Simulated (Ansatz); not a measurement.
Consider the ligand exchange at the Sn–O bond: `[OH][Sn]([F])([F])[F]` + H₂Se → `[F][Sn]([F])([F])[SeH]` + H₂O.

Computed with Ansatz on PBE0-D4/def2-TZVP structures; ΔE is electronic, products minus reactants. CCSD(T)/CBS is the MP2 limit (def2-TZVPP, def2-QZVPP) plus CCSD(T) − MP2 in def2-TZVPP, frozen cores. This one scheme is used for every species. DFT in def2-TZVPP. HSE06 is defined as in plane-wave codes. def2 core potentials past Kr. For Se, Sn outer-core shells are correlated without core-valence functions, which leaves a few kJ/mol of doubt a bond. Scalar relativity is left out up to krypton. Each species was taken in one conformer, which may not be the lowest.

| level | ΔE (eV) |
| --- | --- |
| HSE06 | -0.76 |
| RPA@PBE/def2-TZVPP | -0.59 |

What does CCSD(T)/CBS give? (An estimate is asked.)

Ansatz gave: -0.73 eV. The listed levels differ from it by -0.03, 0.14 eV.

What do rigid-rotor, harmonic-oscillator terms from PBE0-D4/def2-TZVP frequencies (298.15 K, 1 bar) make of the CCSD(T)/CBS value? (An estimate is asked.)

Computed: ΔZPE = +0.07 eV, ΔH = -0.64 eV, ΔS = 1 J/(mol·K), ΔG = -0.65 eV. Modes under 50 cm⁻¹ make the entropy rough.

Largest T1 diagnostic among the species: 0.015.

From r2SCAN to r2SCAN0 (25 % exact exchange), in def2-TZVPP and without D4, ΔE moves by −0.04 eV. Leaving LDA and LC-ωPBE aside and taking each functional with its dispersion term where it has one, the values, not all of them listed here, spread over 0.17 eV, from HSE06-D4 to B97M-V. The D4 term adds −0.05 eV with B3LYP and −0.03 eV with PBE0; it sums over pairs of atoms, weighted by their polarisabilities, and B3LYP, whose exchange is more repulsive, gets the larger term.

B3LYP here is the variant with VWN-RPA as its local correlation; programs differ in this.
